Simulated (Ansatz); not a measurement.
The same path of ClH + ClH4HfNO2 (11 atoms, charge 0, multiplicity 1) was run twice with different band settings. Lost on the way: Cl10–H11. Made: Hf1–Cl10, N2–H11.

All numbers below come from Ansatz, RKS B3LYP/def2-SVP.

Relaxed end points:

```xyz
11
Properties=species:S:1:pos:R:3
Hf -0.163 -0.201 0.100
N 0.001 0.199 2.144
H -0.817 0.368 2.735
H 0.715 -0.231 2.735
O 1.642 -0.403 -0.516
H 2.500 -0.392 -0.944
Cl -1.443 1.546 -0.905
O -1.136 -1.840 -0.136
H -1.518 -2.710 -0.257
Cl 1.603 2.885 1.864
H 0.858 1.793 2.079
```

```xyz
11
Properties=species:S:1:pos:R:3
Hf -0.024 0.478 0.070
N 0.547 0.045 2.405
H -0.134 -0.600 2.812
H 1.467 -0.397 2.464
O 1.785 -0.215 -0.179
H 2.382 -0.514 -0.871
Cl -0.589 0.807 -2.244
O -1.404 -0.839 0.503
H -2.066 -1.380 0.063
Cl -0.288 2.741 0.891
H 0.567 0.885 2.986
```

Common settings: spring 5.0 eV/Å²; optimiser quadratic models (default); start path through a guess of the saddle point; force threshold 0.05 eV/Å; iteration limit 60; end points relaxed.

| run | movable images | climbing image |
| --- | --- | --- |
| 1 | 9 | yes |
| 2 | 8 | no |

Question: What does each run give, and how far can it be trusted?

Answer: Run 1: converged after 24 iterations, highest image 0.020 eV above the first end. A vibrational analysis at the climbing image gives one clearly imaginary mode, 95i cm⁻¹: a first-order saddle point.
Run 2: converged after 31 iterations, highest image 0.000 eV above the first end. The highest image is an end point: on this band no image between the ends rises above it. Inner images lie up to 0.004 eV below the lower end, so the ends aren't the lowest states on this path.
The orbitals stay closed-shell, which can raise the energy where a bond breaks towards radicals; this wasn't checked here.
